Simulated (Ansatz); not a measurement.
Abridged output of a molecular run in Ansatz:

```
Functional definition: HF
1186 factors; integrals over basis functions are off by at most 9.5e-4 eV
mean field evaluation 1: about -71081.3326 eV, gradient 2.8e1 eV
mean field evaluation 2: about -71081.5586 eV, gradient 2.8e1 eV
mean field evaluation 4: about -71083.9467 eV, gradient 3.8e0 eV
mean field evaluation 8: about -71084.0135 eV, gradient 3.4e-1 eV
mean field evaluation 16: about -71084.0146 eV, gradient 2.6e-6 eV
mean field -71084.01457350 eV, -2612.2893531006 hartree, gradient 2.6e-6 eV, S^2 0.000000; 0 other end points of the search recorded, 0 dependent functions left out
16 core orbitals not correlated: weight in the atoms' cores, before any rotation towards them, 1.000 or more for the frozen orbitals, at most 0.000 for the correlated occupied ones
reference -71084.01457350 eV, -2612.2893531006 hartree; 16, 16 occupied and 162, 162 virtual orbitals, 1186 factors
second order -20.61670574 eV of doubles, -0.00000000 eV of singles
cycle   1  -20.57174849 eV  change    4.5e-2 eV  update   1.1e-1
cycle   2  -21.22469257 eV  change   -6.5e-1 eV  update   3.4e-2
cycle   3  -21.33214234 eV  change   -1.1e-1 eV  update   1.6e-2
cycle   4  -21.32179536 eV  change    1.0e-2 eV  update   4.5e-3
cycle   5  -21.32245643 eV  change   -6.6e-4 eV  update   2.0e-3
cycle   6  -21.32272176 eV  change   -2.7e-4 eV  update   5.8e-4
cycle   7  -21.32246015 eV  change    2.6e-4 eV  update   2.1e-4
cycle   8  -21.32247896 eV  change   -1.9e-5 eV  update   7.8e-5
cycle   9  -21.32248109 eV  change   -2.1e-6 eV  update   3.0e-5
perturbative correction -1.04310635 eV, -0.0383334514 hartree
Total energy: -71106.38016095 eV, -2613.1112732792 hartree
```

Its atoms:

```xyz
7

Cl    0.061   -1.210   -2.341
C    -0.020   -0.489   -0.800
C    -0.548   -0.801    0.367
Ge    0.350    0.898    0.451
H    -1.121   -1.607    0.807
H    -0.457    2.199    0.422
H     1.734    1.009    1.095
```

Task: Which basis set was used?
A. def2-SVPD
B. cc-pV(Q+d)Z
C. def2-QZVPP
D. def2-TZVPP

Result: D. It gives 194 functions.

Task: Write the keys of the input that set method, charge and spin (a neutral closed shell needs none for the last two).

Result: 
```yaml
correlation: {method: ccsd_t}
```
